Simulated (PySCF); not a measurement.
Radial density of Ti²⁺ (titanium, charge +2)

UHF, [Ar] 3d2, high-spin 3F determinant. Computed with PySCF 2.14 in dyall-av2z (16s12p7d2f, 101 functions), with the non-relativistic Hamiltonian (point nucleus).

| r (bohr) | 4πr²ρ (e/bohr) | 4πr²(ρα − ρβ) |
| --- | --- | --- |
| 0.00138 | 0.1608 | 0.0000 |
| 0.00232 | 0.4370 | 0.0000 |
| 0.00391 | 1.153 | -0.0001 |
| 0.00658 | 2.902 | -0.0002 |
| 0.0111 | 6.740 | -0.0005 |
| 0.0186 | 13.72 | -0.0011 |
| 0.0313 | 22.40 | -0.0018 |
| 0.0526 | 25.91 | -0.0027 |
| 0.0885 | 20.65 | -0.0052 |
| 0.149 | 22.19 | -0.0028 |
| 0.250 | 27.52 | 0.0858 |
| 0.421 | 12.38 | 0.4673 |
| 0.709 | 9.128 | 1.1512 |
| 1.19 | 7.854 | 1.2899 |
| 2.01 | 1.348 | 0.5290 |
| 3.37 | 0.05955 | 0.0520 |
| 5.67 | 0.0009596 | 0.0009 |
| 9.54 | 1.075e-05 | 0.0000 |

Task: Where is the radial spin density 4πr²(ρα − ρβ) most negative, and why is it negative at all?

Result: Around r = 0.0885 bohr, down to -0.0052 e/bohr: exchange with the open shell polarises the paired shells in an unrestricted calculation.
